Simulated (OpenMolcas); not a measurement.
# Multiconfigurational calculation on Ru2+

Ru2+ among 5 point charges of -1 e arranged as a trigonal bipyramid (D3h), 2.19 Å from the ion, with the axial distance 1.774 Å.

Input:

```
&GATEWAY
Coord
1

Ru 0.0 0.0 0.0
Basis=ANO-RCC-VDZP
Group=NoSym
NoMove
AngMom=0.0 0.0 0.0
AMFI
XField
5 Angstrom 0
2.190000 0.000000 0.000000 -1.000000
-1.095000 1.896596 0.000000 -1.000000
-1.095000 -1.896596 0.000000 -1.000000
0.000000 0.000000 1.773900 -1.000000
0.000000 0.000000 -1.773900 -1.000000
&SEWARD
* reference wave functions (RASSCF and RASSI steps not shown): 6 electrons in 5 orbitals (4d)
>>> COPY JOB001 $Project.JobIph
&CASPT2
Multistate=5 1 2 3 4 5
NoMult
Frozen=14
IPEA=0.25
Imaginary=0.1
MaxIter=60
WThr=0.0 0.3 0.05
PrWF=0.5
NoMix
>>> COPY JOB002 $Project.JobIph
&CASPT2
Multistate=45 1 2 3 4 5 6 7 8 9 10 11 12 13 14 15 16 17 18 19 20 21 22
23 24 25 26 27 28 29 30 31 32 33 34 35 36 37 38 39 40 41 42 43 44 45
NoMult
Frozen=14
IPEA=0.25
Imaginary=0.1
MaxIter=60
WThr=0.0 0.3 0.05
PrWF=0.5
NoMix
>>> COPY JOB003 $Project.JobIph
&CASPT2
Multistate=50 1 2 3 4 5 6 7 8 9 10 11 12 13 14 15 16 17 18 19 20 21 22
23 24 25 26 27 28 29 30 31 32 33 34 35 36 37 38 39 40 41 42 43 44 45 46
47 48 49 50
NoMult
Frozen=14
IPEA=0.25
Imaginary=0.1
MaxIter=60
WThr=0.0 0.3 0.05
PrWF=0.5
NoMix
```

Launched by
```bash
OMP_NUM_THREADS=1 MOLCAS_MEM=1689 MOLCAS_PROJECT=a pymolcas a.inp > a.log  # once for each step of the input, in one work folder
```

Output, cut to the results:

```
--- CASPT2 ---
Orbital specifications:
      -----------------------

      Symmetry species                           1
                                                 a
      Frozen orbitals                           14
      Inactive orbitals                          4
      Active orbitals                            5
      Secondary orbitals                        20
      Deleted orbitals                           0
      Number of basis functions                 43
Type of calculation                        SS-CASPT2
      Fock operator                              state-specific
      IPEA shift                                 0.25
      Real shift                                 0.00
      Imaginary shift                            0.10
      The input orbitals will be transformed to quasi-canonical
Reference energy:       -4529.2401883946
      E2 (Non-variational):      -0.2964057735
      Shift correction:          -0.0002382829
      E2 (Variational):          -0.2966440564
      Total energy:           -4529.5368324510
      Residual norm:              0.0000005303
      Reference weight:           0.93374
      Contributions to the CASPT2 correlation energy
      Active & Virtual Only:         -0.0960549060
      One Inactive Excited:          -0.1345410674
      Two Inactive Excited:          -0.0658098001
Reference energy:       -4529.2401883910
      E2 (Non-variational):      -0.2970812283
      Shift correction:          -0.0002437723
      E2 (Variational):          -0.2973250006
      Total energy:           -4529.5375133916
      Residual norm:              0.0000005671
      Reference weight:           0.93338
      Contributions to the CASPT2 correlation energy
      Active & Virtual Only:         -0.0962175070
      One Inactive Excited:          -0.1349186756
      Two Inactive Excited:          -0.0659450457
::    CASPT2 Root  1     Total energy:  -4529.53683245
::    CASPT2 Root  2     Total energy:  -4529.53751339
::    CASPT2 Root  3     Total energy:  -4529.52102381
::    CASPT2 Root  4     Total energy:  -4529.52102373
::    CASPT2 Root  5     Total energy:  -4529.48244355
--- CASPT2 ---
Orbital specifications:
      -----------------------

      Symmetry species                           1
                                                 a
      Frozen orbitals                           14
      Inactive orbitals                          4
      Active orbitals                            5
      Secondary orbitals                        20
      Deleted orbitals                           0
      Number of basis functions                 43
Type of calculation                        SS-CASPT2
      Fock operator                              state-specific
      IPEA shift                                 0.25
      Real shift                                 0.00
      Imaginary shift                            0.10
      The input orbitals will be transformed to quasi-canonical
Reference energy:       -4529.1853411371
      E2 (Non-variational):      -0.3008029539
      Shift correction:          -0.0001914324
      E2 (Variational):          -0.3009943863
      Total energy:           -4529.4863355233
      Residual norm:              0.0000001826
      Reference weight:           0.93440
      Contributions to the CASPT2 correlation energy
      Active & Virtual Only:         -0.0980296022
      One Inactive Excited:          -0.1355282908
      Two Inactive Excited:          -0.0672450609
Reference energy:       -4529.1851783905
      E2 (Non-variational):      -0.3008306212
      Shift correction:          -0.0001916671
      E2 (Variational):          -0.3010222882
      Total energy:           -4529.4862006788
      Residual norm:              0.0000001891
      Reference weight:           0.93438
      Contributions to the CASPT2 correlation energy
      Active & Virtual Only:         -0.0980851693
      One Inactive Excited:          -0.1355044628
      Two Inactive Excited:          -0.0672409891
::    CASPT2 Root  1     Total energy:  -4529.48633552
::    CASPT2 Root  2     Total energy:  -4529.48620068
::    CASPT2 Root  3     Total energy:  -4529.48196397
::    CASPT2 Root  4     Total energy:  -4529.47842109
::    CASPT2 Root  5     Total energy:  -4529.47841704
::    CASPT2 Root  6     Total energy:  -4529.46214124
::    CASPT2 Root  7     Total energy:  -4529.46218149
::    CASPT2 Root  8     Total energy:  -4529.45881505
::    CASPT2 Root  9     Total energy:  -4529.45882248
::    CASPT2 Root 10     Total energy:  -4529.46267799
::    CASPT2 Root 11     Total energy:  -4529.44906525
::    CASPT2 Root 12     Total energy:  -4529.44906622
::    CASPT2 Root 13     Total energy:  -4529.45277894
::    CASPT2 Root 14     Total energy:  -4529.45257544
::    CASPT2 Root 15     Total energy:  -4529.45138743
::    CASPT2 Root 16     Total energy:  -4529.44751515
::    CASPT2 Root 17     Total energy:  -4529.44751426
::    CASPT2 Root 18     Total energy:  -4529.44469742
::    CASPT2 Root 19     Total energy:  -4529.44482086
::    CASPT2 Root 20     Total energy:  -4529.44310231
::    CASPT2 Root 21     Total energy:  -4529.43672401
::    CASPT2 Root 22     Total energy:  -4529.43667162
::    CASPT2 Root 23     Total energy:  -4529.43406613
::    CASPT2 Root 24     Total energy:  -4529.43396802
::    CASPT2 Root 25     Total energy:  -4529.41868375
::    CASPT2 Root 26     Total energy:  -4529.41848521
::    CASPT2 Root 27     Total energy:  -4529.42421514
::    CASPT2 Root 28     Total energy:  -4529.42422457
::    CASPT2 Root 29     Total energy:  -4529.40680719
::    CASPT2 Root 30     Total energy:  -4529.40693380
--- CASPT2 ---
Orbital specifications:
      -----------------------

      Symmetry species                           1
                                                 a
      Frozen orbitals                           14
      Inactive orbitals                          4
      Active orbitals                            5
...
```

Spin-orbit levels above the lowest (labels of D3, the rotations of D3h), with the averaged single-state CASPT2 energies on the diagonal:

```
E (cm-1)  Degeneracy  Label      2S+1                g
       0           2      E         5  0.00 0.00 11.94
     510           1     A1         5                 
     510           1     A2         5                 
    1010           2      E         5   0.00 0.00 4.05
    1500           2      E         5   0.00 0.00 0.07
    1980           1     A1         5                 
    2010           1     A2         5                 
    4250           2                5   0.00 0.00 9.94
    4450           2      E         5   0.00 0.00 5.93
    4620           2      E         5   0.00 0.00 2.29
    4700           1     A1         5                 
    5030           1     A2         5                 
    5080           2      E         5   0.00 0.00 5.60
   10970           2      E         3   0.00 0.00 9.94
   12290           1     A1  3 (88 %)                 
   12380           1     A1         3                 
   12400           1     A2         3                 
   12620           2      E  3 (88 %)   0.00 0.00 3.34
   13060           2      E  5 (87 %)   0.00 0.00 7.74
   13130           2      E  5 (85 %)   0.00 0.00 3.77
```

Roots that are degenerate in the reference are averaged as groups; the widest CASPT2 spread within a group is 150 cm-1 (the 2-fold group of multiplicity 5 near 0 cm-1 above the lowest state of its run). Shifts and gaps below about the spread of the groups concerned are not significant. An orbital doublet at a regular site is open to a Jahn-Teller distortion, which this geometry leaves out. Point charges give a weaker field than real ligands, and real ions of this kind are as a rule low spin; the high spin found here belongs to the model. Free-ion shares, where given, are those of the reference states; single-state CASPT2 does not remix them. This is an electrostatic model: the charges have no orbitals. No measured value stands beside these numbers.

The CASPT2 steps took 8.5 s on 1 thread of Intel(R) Xeon(R) Platinum 8488C (Sapphire Rapids), with other jobs on the host; the integral step is not counted.

With an even number of electrons the g values are those of a degenerate or nearly degenerate non-Kramers pair.
